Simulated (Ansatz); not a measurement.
`BCCS` → `[CH2]` (triplet) + `BCS` at 700 K and 1 bar (formal loss of a carbene).

Gas-phase electronic energies from Ansatz, PBE0-D4/def2-TZVP geometries. CBS: MP2 limit from def2 TZ/QZ plus the TZ coupled-cluster correction, frozen cores. This one scheme is used for every species. Triplets are unrestricted, without spin–orbit coupling. Each species was taken in one conformer, which may not be the lowest.

| species | CCSD(T)/CBS energy (Eh) | H − E (kJ/mol) | S (J/(mol·K)) |
| --- | --- | --- | --- |
| `BCCS` | -502.86181 | 295.1 | 436.8 |
| `[CH2]` (triplet) | -39.09499 | 70.4 | 226.8 |
| `BCS` | -463.59975 | 203.6 | 385.6 |

H − E and S are ideal-gas, rigid-rotor, harmonic terms from PBE0-D4/def2-TZVP, for one conformer and one mirror image of each species, with the whole ground term of open shells counted as degenerate. 1 Eh = 2625.50 kJ/mol, R = 8.31446 J/(mol·K).

Question: By hand: ΔE, ΔH, ΔS and ΔG.

Answer: ΔE = (-39.09499) + (-463.59975) − (-502.86181) = 0.16707 Eh = 438.6 kJ/mol. Δ(H − E) = 70.4 + 203.6 − 295.1 = -21.1, so ΔH = 417.5 kJ/mol. ΔS = 226.8 + 385.6 − 436.8 = 175.6 J/(mol·K). ΔG = 417.5 − 700 × (175.6)/1000 = 294.6 kJ/mol.

Question: By hand: the equilibrium constant, and the temperature at which ΔG would vanish if ΔH and ΔS stayed fixed.

Answer: log₁₀ K = −ΔG/(RT ln 10) = -22.0. ΔG = 0 at ΔH/ΔS = 2378 K.

The number of gas molecules changes by +1, which sets the sign of ΔS. A doubt of 5 kJ/mol in ΔE shifts log₁₀ K by 0.4 here. Other conformers and mirror images would add mixing entropy, several J/(mol·K) or more a flexible species. A triplet takes part, so the spin changes. These are equilibria of isolated gas molecules and say nothing of rates. Largest T1 diagnostic: 0.011 (customary marks: 0.02 for closed shells, 0.045 for open ones).
